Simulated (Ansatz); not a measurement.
Reaction (ligand exchange at a Ti–Se bond): `[F][Ti]([F])([Cl])[SeH]` + H–F → `[F][Ti]([F])([F])[Cl]` + H₂Se

Gas-phase electronic energies from Ansatz, PBE0-D4/def2-TZVP geometries. CBS: MP2 limit from def2 TZ/QZ plus the TZ coupled-cluster correction, frozen cores. This one scheme is used for every species. DFT in def2-TZVPP. HSE06 is defined as in plane-wave codes. For Se, Ti outer-core shells are correlated without core-valence functions, which leaves a few kJ/mol of doubt a bond. Scalar relativity is left out up to krypton. One conformer a species, not always the lowest.

`[F][Ti]([F])([Cl])[SeH]`:

Cartesian coordinates in Å:
```
F 0.247 1.730 0.612
Ti -0.177 0.044 0.539
F 0.207 -0.827 1.990
Cl -2.299 -0.135 0.070
Se 1.132 -0.998 -1.184
H 0.889 0.186 -2.027
```

H–F:

Cartesian coordinates in Å:
```
F 0.243 -0.232 -0.314
H -0.243 0.232 0.314
```

`[F][Ti]([F])([F])[Cl]`:

Z-matrix (Å, degrees):
```
Ti
F 1 1.736
F 1 1.736 2 109.2
Cl 1 2.175 2 109.7 3 120.3
F 1 1.736 2 109.2 3 -119.4
```

H₂Se:

Z-matrix (Å, degrees):
```
Se
H 1 1.467
H 1 1.467 2 91.2
```

```csv
level,ΔE (kJ/mol)
HSE06-D4,-63.4
r2SCANh,-71.9
RPA@PBE/def2-TZVPP,-64.3
CCSD/CBS(def2),-64.7
```

Problem. What does CCSD(T)/CBS give? (Best estimate.)

Solution. The calculation gave: -55.3 kJ/mol. The listed levels differ from it by -8.1, -16.6, -9.0, -9.4 kJ/mol.

Problem. What do rigid-rotor, harmonic-oscillator terms from PBE0-D4/def2-TZVP frequencies (298.15 K, 1 bar) make of the CCSD(T)/CBS value? (An estimate is asked.)

Solution. Computed: ΔZPE = -3.1 kJ/mol, ΔH = -61.2 kJ/mol, ΔS = -5 J/(mol·K), ΔG = -59.6 kJ/mol.

Largest T1 diagnostic among the species: 0.024, so the coupled-cluster value is less sure than usual.

Leaving LDA and LC-ωPBE aside and taking each functional with its dispersion term where it has one, the values, not all of them listed here, spread over 24.4 kJ/mol, from ωB97X-V to PBE-QIDH. LDA lies +4.3 kJ/mol from PBE without D4. At CCSD(T), def2-SVP lies −31.4 kJ/mol from the extrapolated value and def2-TZVPP −8.4 kJ/mol.
